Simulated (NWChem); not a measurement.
All runs are NWChem calculations. System: H3FSi, charge 0, spin multiplicity 1, at a geometry optimised with B3LYP/def2-SVP. The structure started from a generated list of species. Level: PBE0/def2-QZVP.

Input file:

```
start mol
memory heap 200 mb stack 900 mb global 1100 mb
geometry units angstroms nocenter noautoz
  Si     0.495162    -0.117180     0.000000
  F     -1.089069     0.257721     0.000000
  H      0.794167    -0.912120     1.220675
  H      0.794167    -0.912120    -1.220675
  H      1.281022     1.145274     0.000000
  symmetry group Cs
end
basis spherical
  * library def2-qzvp
end
dft
  xc pbe0
  semidirect memsize 60000000 filesize 0
  iterations 100
end
task dft energy
```

NWChem printed:

```
             Northwest Computational Chemistry Package (NWChem) 7.3.0
             --------------------------------------------------------

                                NWChem Input Module
                                -------------------

 Scaling coordinates for geometry "geometry" by  1.889725989
 (inverse scale =  0.529177249)

 Turning off AUTOSYM since
 SYMMETRY directive was detected!

                             Geometry "geometry" -> ""
                             -------------------------

 Output coordinates in angstroms (scale by  1.889725989 to convert to a.u.)

  No.       Tag          Charge          X              Y              Z
 ---- ---------------- ---------- -------------- -------------- --------------
    1 Si                  14.0000     0.49516200    -0.11718000     0.00000000
    2 F                    9.0000    -1.08906900     0.25772100     0.00000000
    3 H                    1.0000     0.79416700    -0.91212000     1.22067500
    4 H                    1.0000     0.79416700    -0.91212000    -1.22067500
    5 H                    1.0000     1.28102200     1.14527400     0.00000000

 Effective nuclear repulsion energy (a.u.)      62.1978871251

            Nuclear Dipole moment (a.u.)
            ----------------------------
        X                 Y               Z
 ---------------- ---------------- ----------------
     0.0000056692     0.0000056692     0.0000000000

      Symmetry information
      --------------------

 Group name             Cs
 Group number              2
 Group order               2
 No. of unique centers     4

      Symmetry unique atoms

     1    2    3    5


 Summary of "ao basis" -> "" (spherical)
 ------------------------------------------------------------------------------
       Tag                 Description            Shells   Functions and Types
 ---------------- ------------------------------  ------  ---------------------
 *                         def2-qzvp                  on all atoms

                                 NWChem DFT Module
                                 -----------------

 Summary of "ao basis" -> "ao basis" (spherical)
 ------------------------------------------------------------------------------
       Tag                 Description            Shells   Functions and Types
 ---------------- ------------------------------  ------  ---------------------
 Si                        def2-qzvp                22       70   9s6p4d2f1g
 F                         def2-qzvp                17       57   7s4p3d2f1g
 H                         def2-qzvp                10       30   4s3p2d1f

 Summary of "ao basis" -> "ao basis" (spherical)
 ------------------------------------------------------------------------------
       Tag                 Description            Shells   Functions and Types
 ---------------- ------------------------------  ------  ---------------------
 Si                        def2-qzvp                22       70   9s6p4d2f1g
 F                         def2-qzvp                17       57   7s4p3d2f1g
 H                         def2-qzvp                10       30   4s3p2d1f

      Symmetry analysis of basis
      --------------------------

        a'        133
        a"         84

            General Information
            -------------------
          SCF calculation type: DFT
          Wavefunction type:  closed shell.
          No. of atoms     :     5
          No. of electrons :    26
           Alpha electrons :    13
[...]
 d= 0,ls=0.0,diis     3   -390.7335406493 -2.52D-03  1.94D-03  4.24D+00    34.8
 d= 0,ls=0.0,diis     4   -391.0298853836 -2.96D-01  4.87D-04  3.06D-02    42.1
 d= 0,ls=0.0,diis     5   -391.0343121638 -4.43D-03  9.99D-05  1.82D-03    49.5
  Resetting Diis
 d= 0,ls=0.0,diis     6   -391.0344792298 -1.67D-04  1.78D-05  1.75D-04    56.8
 d= 0,ls=0.0,diis     7   -391.0344921230 -1.29D-05  3.49D-06  1.81D-06    64.3
 d= 0,ls=0.0,diis     8   -391.0344921480 -2.51D-08  1.66D-06  1.84D-06    72.2

         Total DFT energy =     -391.034492148030
      One electron energy =     -666.319663432617
           Coulomb energy =      245.390607398409
    Exchange-Corr. energy =      -32.303323238943
 Nuclear repulsion energy =       62.197887125121

 Numeric. integr. density =       26.000008910333

     Total iterative time =     69.8s

                  Occupations of the irreducible representations
                  ----------------------------------------------

                     irrep           alpha         beta
                     --------     --------     --------
                     a'               10.0         10.0
                     a"                3.0          3.0

                       DFT Final Molecular Orbital Analysis
                       ------------------------------------

 Vector   11  Occ=2.000000D+00  E=-4.619653D-01  Symmetry=a"
              MO Center= -8.2D-01,  1.4D-01,  3.3D-13, r^2= 1.1D+00
   Bfn.  Coefficient  Atom+Function         Bfn.  Coefficient  Atom+Function
  ----- ------------  ---------------      ----- ------------  ---------------
    80      0.339549  2 F  pz                83      0.307807  2 F  pz
    86      0.295164  2 F  pz                89      0.127664  2 F  pz
    21      0.124676  1 Si pz                24      0.093989  1 Si pz
    12     -0.086551  1 Si pz               130      0.061850  3 H  s
   160     -0.061850  4 H  s                129      0.044463  3 H  s

 Vector   12  Occ=2.000000D+00  E=-3.608479D-01  Symmetry=a'
              MO Center=  7.2D-01,  2.8D-01, -7.5D-10, r^2= 2.4D+00
   Bfn.  Coefficient  Atom+Function         Bfn.  Coefficient  Atom+Function
  ----- ------------  ---------------      ----- ------------  ---------------
   190      0.237163  5 H  s                 20      0.210283  1 Si py
   189      0.174156  5 H  s                 23      0.168556  1 Si py
    79     -0.148551  2 F  py                11     -0.138177  1 Si py
    82     -0.135750  2 F  py                85     -0.129470  2 F  py
   130     -0.118590  3 H  s                160     -0.118590  4 H  s

 Vector   13  Occ=2.000000D+00  E=-3.608383D-01  Symmetry=a"
              MO Center=  5.2D-01, -5.8D-01,  7.5D-10, r^2= 2.4D+00
   Bfn.  Coefficient  Atom+Function         Bfn.  Coefficient  Atom+Function
  ----- ------------  ---------------      ----- ------------  ---------------
    21      0.216099  1 Si pz               130      0.205392  3 H  s
   160     -0.205392  4 H  s                 24      0.173222  1 Si pz
    80     -0.152638  2 F  pz               129      0.150826  3 H  s
   159     -0.150826  4 H  s                 12     -0.141998  1 Si pz
    83     -0.139485  2 F  pz                86     -0.133033  2 F  pz

 Vector   14  Occ=0.000000D+00  E=-1.391932D-02  Symmetry=a'
              MO Center=  7.3D-01, -1.7D-01, -5.8D-14, r^2= 4.7D+00
   Bfn.  Coefficient  Atom+Function         Bfn.  Coefficient  Atom+Function
  ----- ------------  ---------------      ----- ------------  ---------------
    25      0.846211  1 Si px                 9      0.411712  1 Si s
     8     -0.288132  1 Si s                131     -0.274257  3 H  s
   161     -0.274257  4 H  s                191     -0.274204  5 H  s
    47      0.202895  1 Si d  2              26     -0.200284  1 Si py
   130      0.199622  3 H  s                160      0.199622  4 H  s

 Vector   15  Occ=0.000000D+00  E= 4.224200D-02  Symmetry=a'
              MO Center=  1.2D+00, -2.8D-01,  2.6D-13, r^2= 6.5D+00
   Bfn.  Coefficient  Atom+Function         Bfn.  Coefficient  Atom+Function
  ----- ------------  ---------------      ----- ------------  ---------------
     9      2.057213  1 Si s                131     -1.372299  3 H  s
   161     -1.372299  4 H  s                191     -1.372059  5 H  s
    22      0.530899  1 Si px                 7      0.489509  1 Si s
    77      0.474985  2 F  s                130      0.392570  3 H  s
   160      0.392570  4 H  s                190      0.392389  5 H  s

 Vector   16  Occ=0.000000D+00  E= 4.520002D-02  Symmetry=a"
              MO Center=  6.2D-01,  5.4D-01,  4.2D-09, r^2= 5.3D+00
   Bfn.  Coefficient  Atom+Function         Bfn.  Coefficient  Atom+Function
  ----- ------------  ---------------      ----- ------------  ---------------
    27      1.646521  1 Si pz               131     -1.314900  3 H  s
   161      1.314900  4 H  s                 39      0.173848  1 Si d -1
    46     -0.148832  1 Si d  1              89     -0.144489  2 F  pz
    44      0.136124  1 Si d -1              24      0.122511  1 Si pz
   130      0.100313  3 H  s                160     -0.100313  4 H  s

 center of mass
 --------------
 x =  -0.14912740 y =   0.03528849 z =   0.00000000

 moments of inertia (a.u.)
 ------------------
          27.250336482393          24.510026747142           0.000000000000
          24.510026747142         125.023557964225           0.000000000000
           0.000000000000           0.000000000000         130.823124248616

     Multipole analysis of the density
     ---------------------------------

     L   x y z        total         alpha         beta         nuclear
     -   - - -        -----         -----         ----         -------
     0   0 0 0     -0.000000    -13.000000    -13.000000     26.000000

     1   1 0 0      0.535471      0.267733      0.267733      0.000006
     1   0 1 0     -0.126901     -0.063453     -0.063453      0.000006
     1   0 0 1      0.000000      0.000000      0.000000      0.000000

     2   2 0 0    -15.613769    -38.178174    -38.178174     60.742579
     2   1 1 0      0.225890      6.040978      6.040978    -11.856065
     2   1 0 1      0.000000      0.000000      0.000000      0.000000
     2   0 2 0    -14.711791    -14.079487    -14.079487     13.447184
     2   0 1 1     -0.000000     -0.000000     -0.000000      0.000000
     2   0 0 2    -14.658321    -12.650216    -12.650216     10.642111

 Task  times  cpu:       72.3s     wall:       72.3s

 Total times  cpu:       72.3s     wall:       72.3s
```
